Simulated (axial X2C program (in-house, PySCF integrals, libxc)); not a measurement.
## Worked dissociation energy of NaBe: TPSS, 2c

Calculated with an axial X2C code built on PySCF integrals. Two-component (2c) means X2C with spin–orbit coupling and atomic mean-field two-electron Coulomb and Gaunt terms. Basis: Na dyall-cv3z [9s8p5d2f], Be dyall-cv3z [8s8p3d1f] (cores contracted in-house); Gaussian nuclei, density fitting, unrestricted open shells. Masses: Na 22.990 u, Be 9.012 u.

Molecular state: Ω = 1/2 (⟨Sz⟩ = 0.50, ⟨Lz⟩ = 0.00 at TPSS).

* E(Na) (2M_J = 1): -162.493958 hartree
* E(Be) (2M_J = 0): -14.673607 hartree
* E(NaBe) at Re: -177.184833 hartree
* ωe: 239.6 cm⁻¹
* ωexe: 3.21 cm⁻¹

Task: Work out De and D0.

Result: De = -162.493958 + (-14.673607) − (-177.184833) = 0.01727 hartree = 0.470 eV. The zero-point energy is ωe/2 − ωexe/4 = 119 cm⁻¹ = 0.015 eV, so D0 = 0.455 eV.

The state is one determinant whose occupation by symmetry is held fixed; it was picked as the lowest of a PBE0 search that is not exhaustive. De is counted from the lowest determinant-based energies of the atoms at the same level, without counterpoise correction. Density functionals use the spin component along the axis (collinear).

The levels of this run spread widely (ωe from 191 to 240 cm⁻¹), so these constants depend on the method.

Each atomic determinant is the lowest at this level and need not be a pure J level. Totals compare only within one Hamiltonian and basis.
